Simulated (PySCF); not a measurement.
## Ionisation energy of V²⁺ by level of theory

V²⁺ [Ar] 3d3 (4F) → V³⁺ [Ar] 3d2 (3F), as a difference of total energies. Calculation: PySCF 2.14, in x2c-QZVPPall (11s7p5d3f2g, 96 functions); scalar relativity by spin-free X2C-1e. Correlated levels: valence and next inner shell: [Ne] frozen. The calculations carry no spin-orbit coupling.

| method | ionisation energy (eV) |
| --- | --- |
| UHF | 28.173 |
| MP2 (valence and next inner shell) | 29.197 |
| SCS-MP2 (valence and next inner shell) | 28.915 |
| CCSD (valence and next inner shell) | 29.066 |
| CCSD(T) (valence and next inner shell) | 29.096 |

Task: How much does correlation contribute at CCSD(T) (valence and next inner shell)?

Result: 29.096 − (28.173) = 0.923 eV, measured against UHF.

The reference lies between the lowest fine-structure levels, while these numbers refer to the centres of the terms.

Errors of the correlated levels include the incompleteness of this basis and the frozen core.

For comparison: 29.311 eV (measured; NIST Atomic Spectra Database, ionization energies).
